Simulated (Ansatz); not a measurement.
`BC[SiH2]CF` + H₂ → `FC[SiH3]` + `BC` at 600 K and 1 bar (hydrogenolysis of the Si–C bond).

Program: Ansatz. Geometries: PBE0-D4/def2-TZVP. ΔE: electronic, gas phase. CBS: MP2 limit from def2 TZ/QZ plus the TZ coupled-cluster correction, frozen cores. This one scheme is used for every species. Each species was taken in one conformer, which may not be the lowest.

| species | CCSD(T)/CBS energy (Eh) | H − E (kJ/mol) | S (J/(mol·K)) |
| --- | --- | --- | --- |
| `BC[SiH2]CF` | -494.56245 | 319.0 | 469.6 |
| H₂ | -1.17544 | 43.9 | 150.8 |
| `FC[SiH3]` | -429.90570 | 185.9 | 352.4 |
| `BC` | -65.83255 | 180.5 | 296.9 |

H − E and S are ideal-gas, rigid-rotor, harmonic terms from PBE0-D4/def2-TZVP, for one conformer and one mirror image of each species. The MP2-based limit puts H₂ 0.8 mEh under its directly extrapolated value; such offsets cancel only in part. 1 Eh = 2625.50 kJ/mol, R = 8.31446 J/(mol·K).

Question: By hand: ΔE, ΔH, ΔS and ΔG.

Answer: ΔE = (-429.90570) + (-65.83255) − (-494.56245) − (-1.17544) = -0.00036 Eh = -0.9 kJ/mol. Δ(H − E) = 185.9 + 180.5 − 319.0 − 43.9 = 3.5, so ΔH = 2.6 kJ/mol. ΔS = 352.4 + 296.9 − 469.6 − 150.8 = 28.9 J/(mol·K). ΔG = 2.6 − 600 × (28.9)/1000 = -14.7 kJ/mol.

Question: By hand: the equilibrium constant, and the temperature at which ΔG would vanish if ΔH and ΔS stayed fixed.

Answer: log₁₀ K = −ΔG/(RT ln 10) = 1.3. ΔG = 0 at ΔH/ΔS = 90 K, though so small a ΔH makes that figure unsure.

TΔS isn't small against ΔH here. A doubt of 5 kJ/mol in ΔE shifts log₁₀ K by 0.4 here. Other conformers and mirror images would add mixing entropy, several J/(mol·K) or more a flexible species. Modes under 60 cm⁻¹, often nearly free rotors, make the harmonic entropy too high. These are equilibria of isolated gas molecules and say nothing of rates. Largest T1 diagnostic: 0.011 (customary marks: 0.02 for closed shells, 0.045 for open ones).
